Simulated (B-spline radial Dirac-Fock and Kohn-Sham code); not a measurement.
**X-ray lines that fill the 3d5/2 vacancy in Bi³⁺**

System: the Bi³⁺ ion in the configuration [Xe] 4f14 5d10 6s2.

Input of the calculation (task.json; shells as n, l, electrons):

```json
{"items": [{
  "Z": 83,
  "q": 3,
  "cfg": [[1, 0, 2], [2, 0, 2], [2, 1, 6], [3, 0, 2], [3, 1, 6], [3, 2, 10], [4, 0, 2], [4, 1, 6], [4, 2, 10], [4, 3, 14], [5, 0, 2], [5, 1, 6], [5, 2, 10], [6, 0, 2]],
  "A": 209,
  "rrms": 5.5211,
  "do": ["binding", "quiet", "decay"],
  "holes": ["K", "L1", "L2", "L3", "M1", "M2", "M3", "M4", "M5", "N1", "N2", "N3", "N4", "N5", "N6", "N7"]
}]}
```

Command: `python xray_run.py task.json out`

The computed values come from a radial atomic solver: independent-particle rates on relativistic LDA orbitals of the hole state (multipoles up to L = 3, Coulomb Auger matrix elements, transition energies from Dirac-Fock).

```
       line  multipole  energy (eV)  width (meV)  share (%)
Mζ1 (M5-N3)         E1       1897.0         2.53       3.04
Mα2 (M5-N6)         E1       2420.0         3.91       4.69
Mα1 (M5-N7)         E1       2425.3         76.5       91.7
      M5-O3         E1       2485.9        0.490      0.587
```

The listed lines hold 100.0 % of the radiative rate. The radiative width is 0.0834 eV in the length form and 0.0838 eV in the velocity form; the two differ because the transition energies are not eigenvalue differences of the potential that gave the orbitals.
